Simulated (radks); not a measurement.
Pb XLIX, 34 electrons, occupied as [Ar] 3d10 4s2 4p4 (the NIST ground configuration).

Method: Dirac Kohn-Sham, relativistic LDA (MacDonald-Vosko exchange, VWN5 correlation), spin-unpolarised, spherical densities, finite nucleus; open shells fill j = l - 1/2 first; Fermi nuclear charge, rms radius 5.5012 fm; computed with a radial shooting solver on a logarithmic mesh with Libxc functionals.

Energy parts (eV):
total: -523126.43
kinetic: 612740.95
electron-nucleus: -1231248.69
Hartree: 101793.61
exchange-correlation: -6412.30

Orbitals (lengths in bohr, moments of r in powers of bohr; r(max) is where P^2 peaks):
| orbital | occ. | eigenvalue (eV) | <1/r> | r(max) | <r^4> | <r> |
|---|---|---|---|---|---|---|
| 1s1/2 | 2 | -89770.24 | 100.7 | 0.009900 | 3.603e-07 | 0.01613 |
| 2s1/2 | 2 | -18097.20 | 24.95 | 0.05762 | 0.00005119 | 0.06712 |
| 2p1/2 | 2 | -17502.06 | 24.91 | 0.04214 | 0.00003010 | 0.05504 |
| 2p3/2 | 4 | -15338.78 | 19.93 | 0.04981 | 0.00004824 | 0.06387 |
| 3s1/2 | 2 | -6125.217 | 9.310 | 0.1609 | 0.001728 | 0.1721 |
| 3p1/2 | 2 | -5860.864 | 9.225 | 0.1496 | 0.001480 | 0.1623 |
| 3p3/2 | 4 | -5359.780 | 7.925 | 0.1646 | 0.002054 | 0.1774 |
| 3d3/2 | 4 | -4932.565 | 7.815 | 0.1272 | 0.001306 | 0.1535 |
| 3d5/2 | 6 | -4823.873 | 7.525 | 0.1313 | 0.001439 | 0.1581 |
| 4s1/2 | 2 | -2921.758 | 4.492 | 0.3405 | 0.02466 | 0.3440 |
| 4p1/2 | 2 | -2806.239 | 4.422 | 0.3348 | 0.02405 | 0.3392 |
| 4p3/2 | 2 | -2639.215 | 3.975 | 0.3584 | 0.03054 | 0.3610 |

The highest occupied level is 4p3/2 at -2639.2 eV. The electron density at the nucleus is 2.699e+06 e/bohr^3. For comparison, the ionisation energy in NIST's Atomic Spectra Database is 2671 eV (theoretical). In exact Kohn-Sham theory the highest level is minus the ionisation energy, but local and semilocal functionals leave it too shallow, through self-interaction and a potential that decays too fast; potentials with the right tail come closer.

Beside tabulated values, note that spin-unpolarised runs miss the spin-polarisation part of the exchange energy of open shells.
